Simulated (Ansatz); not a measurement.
Computed with Ansatz on PBE0-D4/def2-TZVP structures; ΔE is electronic, products minus reactants. CCSD(T)/CBS is the MP2 limit (def2-TZVPP, def2-QZVPP) plus CCSD(T) − MP2 in def2-TZVPP, frozen cores. DFT in def2-TZVPP. B3LYP here is the variant with VWN-RPA as its local correlation; programs differ in this. def2 core potentials past Kr. For Sn outer-core shells are correlated without core-valence functions, which leaves a few kJ/mol of doubt a bond. Each species was taken in one conformer, which may not be the lowest.

`[OH][Sn]([OH])([OH])[OH]` + `C[BH][AlH2]` → `[CH3][Sn]([OH])([OH])[OH]` + `O[BH][AlH2]`  (redistribution)

Question: Is it downhill or uphill in electronic energy at CCSD(T)/CBS, and by how much? (Best estimate.)

Answer: The calculation gave: Downhill: ΔE = -25.7 kcal/mol.

Question: What do these levels give: PBE-D4, ωB97M-V, revPBE, r2SCAN, B3LYP, r2SCANh, r2SCAN0, LC-ωPBE, RPA@PBE/def2-TZVPP, MP2/def2-SVP, CCSD/def2-SVP, MP2/def2-QZVPP? (Estimate.)

Answer: Computed: PBE-D4 -25.8, ωB97M-V -26.3, revPBE -25.2, r2SCAN -24.7, B3LYP -26.3, r2SCANh -25.0, r2SCAN0 -25.5, LC-ωPBE -25.5, RPA@PBE/def2-TZVPP -26.8, MP2/def2-SVP -28.8, CCSD/def2-SVP -29.1, MP2/def2-QZVPP -26.4 kcal/mol.

Question: What do rigid-rotor, harmonic-oscillator terms from PBE0-D4/def2-TZVP frequencies (298.15 K, 1 bar) make of the CCSD(T)/CBS value? (Best estimate.)

Answer: The calculation gave: ΔZPE = +1.4 kcal/mol, ΔH = -24.4 kcal/mol, ΔS = 1 J/(mol·K), ΔG = -24.5 kcal/mol.

Largest T1 diagnostic among the species: 0.015.

Leaving LDA and LC-ωPBE aside and taking each functional with its dispersion term where it has one, the values, not all of them listed here, spread over 3.7 kcal/mol, from CAM-B3LYP-D4 to B97M-V. LDA lies −2.0 kcal/mol from PBE without D4. In def2-TZVPP, CCSD(T) changes the Hartree–Fock value by −1.8 kcal/mol (the triples alone add −0.1 kcal/mol) and MP2 by −2.4 kcal/mol. At CCSD(T), def2-SVP lies −3.8 kcal/mol from the extrapolated value and def2-TZVPP −0.8 kcal/mol.
